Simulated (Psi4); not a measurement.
trifluoromethane (CHF$_{3}$), singlet, at a GFN2-xTB geometry; CCSD(T)/STO-3G run with Psi4.

The Psi4 input:
```
memory 2 GB

molecule {
0 1
C     0.00184574    0.00147866    0.33702587
H     0.00789083    0.00632154    1.44084271
F     0.02727377    1.24268325   -0.13386700
F     1.06198689   -0.64643979   -0.13124532
F    -1.09136790   -0.59793163   -0.11966522
}

set {
  basis sto-3g
  freeze_core true
  mp2_type conv
  scf_type pk
  puream true
  d_convergence 1e-8
}

energy('ccsd(t)')
print_variables()
```

Task: Predict the main parts of the log of this Psi4 run.

Result: 
```
   => Loading Basis Set <=

    Name: STO-3G
    Role: ORBITAL
    Keyword: BASIS

         ---------------------------------------------------------
                                   SCF
               by Justin Turney, Rob Parrish, Andy Simmonett
                          and Daniel G. A. Smith
                              RHF Reference
         ---------------------------------------------------------

  ==> Geometry <==

    Molecular point group: c1
    Full point group: C1

    Geometry (in Angstrom), charge = 0, multiplicity = 1:

       Center              X                  Y                   Z               Mass
    ------------   -----------------  -----------------  -----------------  -----------------
         C            0.001987630122     0.001592335187     0.362935190284    12.000000000000
         H            0.008032720122     0.006435215187     1.466752030284     1.007825032230
         F            0.027415660122     1.242796925187    -0.107957679716    18.998403162730
         F            1.062128780122    -0.646326114813    -0.105335999716    18.998403162730
         F           -1.091226009878    -0.597817954813    -0.093755899716    18.998403162730

  Running in c1 symmetry.

  Rotational constants: A =      0.34818  B =      0.34818  C =      0.19126 [cm^-1]
  Rotational constants: A =  10438.05960  B =  10438.05951  C =   5733.71412 [MHz]
  Nuclear repulsion =  134.277053210732788

  Charge       = 0
  Multiplicity = 1
  Electrons    = 34
  Nalpha       = 17
  Nbeta        = 17

  ==> Algorithm <==

  SCF Algorithm Type is PK.
  DIIS enabled.
  MOM disabled.
  Fractional occupation disabled.
  Guess Type is SAD.
  Energy threshold   = 1.00e-08
  Density threshold  = 1.00e-08
  Integral threshold = 1.00e-12

  ==> Primary Basis <==

  Basis Set: STO-3G
    Blend: STO-3G
    Number of shells: 13
    Number of basis functions: 21
    Number of Cartesian functions: 21
    Spherical Harmonics?: true
    Max angular momentum: 1

  ==> Integral Setup <==

  Using in-core PK algorithm.
   Calculation information:
      Number of atoms:                   5
      Number of AO shells:              13
      Number of primitives:             39
      Number of atomic orbitals:        21
      Number of basis functions:        21

      Integral cutoff                 1.00e-12
      Number of threads:                 1

  Performing in-core PK
  Using 53592 doubles for integral storage.
  We computed 3904 shell quartets total.
[...]
  @RHF Final Energy:  -332.09273208910224
    Total Energy =                       -332.0927320891022418
[...]
             12   3         0.0059040861

    Largest TIjAb Amplitudes:
     12  12   2   2        -0.0451072920
      5   5   0   0        -0.0344398499
      6   6   1   1        -0.0344398498
      4   4   2   2        -0.0293142221
      4  12   2   2         0.0288610491
     12   4   2   2         0.0288610491
      3  12   2   2        -0.0283871351
     12   3   2   2        -0.0283871351
      3   3   2   2        -0.0270097987
     10  10   3   3        -0.0267490492

    SCF energy       (wfn)                    = -332.092732089102242
    Reference energy (file100)                = -332.092732089102924

    Opposite-spin MP2 correlation energy      =   -0.079754141673079
    Same-spin MP2 correlation energy          =   -0.014484451108098
    Singles MP2 correlation energy            =   -0.000000000000000
    MP2 correlation energy                    =   -0.094238592781177
      * MP2 total energy                      = -332.186970681884077

    Opposite-spin CCSD correlation energy     =   -0.104337262920036
    Same-spin CCSD correlation energy         =   -0.015121842451712
    Singles CCSD correlation energy           =    0.000000000000000
    CCSD correlation energy                   =   -0.119459105371748
      * CCSD total energy                     = -332.212191194474656

            **************************
            *                        *
            *        CCTRIPLES       *
            *                        *
            **************************

    Wave function   =    CCSD_T
    Reference wfn   =      RHF

    Nuclear Rep. energy (wfn)                =  134.277053210732788
    SCF energy          (wfn)                = -332.092732089102242
    Reference energy    (file100)            = -332.092732089102924
    CCSD energy         (file100)            =   -0.119459105371748
    Total CCSD energy   (file100)            = -332.212191194474656

    Number of ijk index combinations:              455
    Approx. words needed per explicit thread:             256
    Number of threads for explicit ijk threading:    1

    MKL num_threads set to 1 for explicit threading.

    (T) energy                                =   -0.003732958423644
      * CCSD(T) total energy                  = -332.215924152898310

  Variable Map:
  ----------------------------------------------------------------------------
[...]
  Array Variable Map:
  ----------------------------------------------------------------------------
[...]
[...]
```
